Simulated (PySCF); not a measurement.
C₃H₉FOSi, SMILES F[SiH2]COCC. Geometry: PBE-D3(BJ)/def2-SVP. This is a generated structure with no PubChem entry under its InChIKey; it may be hypothetical. One conformer was computed; it need not be the lowest.

Task: Give the equilibrium geometry at PBE-D3(BJ)/def2-SVP (PySCF confirms it by a frequency run) as bond lengths and angles. (The exact figures need the calculation; the answer reports its results.)

Result: Several could match; the one computed here: 
Atoms: C1 C2 O3 C4 Si5 F6 H7 H8 H9 H10 H11 H12 H13 H14 H15. Bonds (Å): C1–C2 1.517, C1–H7 1.108, C1–H8 1.108, C1–H9 1.108, C2–O3 1.421, C2–H10 1.119, C2–H11 1.118, O3–C4 1.430, C4–Si5 1.901, C4–H12 1.112, C4–H13 1.116, Si5–F6 1.647, Si5–H14 1.502, Si5–H15 1.500. Angles (°): C2–C1–H7 110.5, C2–C1–H8 110.5, C2–C1–H9 110.7, H7–C1–H8 108.5, H7–C1–H9 108.1, H8–C1–H9 108.5, C1–C2–O3 108.6, C1–C2–H10 110.7, C1–C2–H11 110.5, O3–C2–H10 109.7, O3–C2–H11 110.8, H10–C2–H11 106.5, C2–O3–C4 113.7, O3–C4–Si5 105.7, O3–C4–H12 108.0, O3–C4–H13 112.3, Si5–C4–H12 110.8, Si5–C4–H13 113.4, H12–C4–H13 106.6, C4–Si5–F6 111.3, C4–Si5–H14 109.7, C4–Si5–H15 109.5, F6–Si5–H14 108.1, F6–Si5–H15 108.0, H14–Si5–H15 110.2.
Charge 0, spin multiplicity 1.
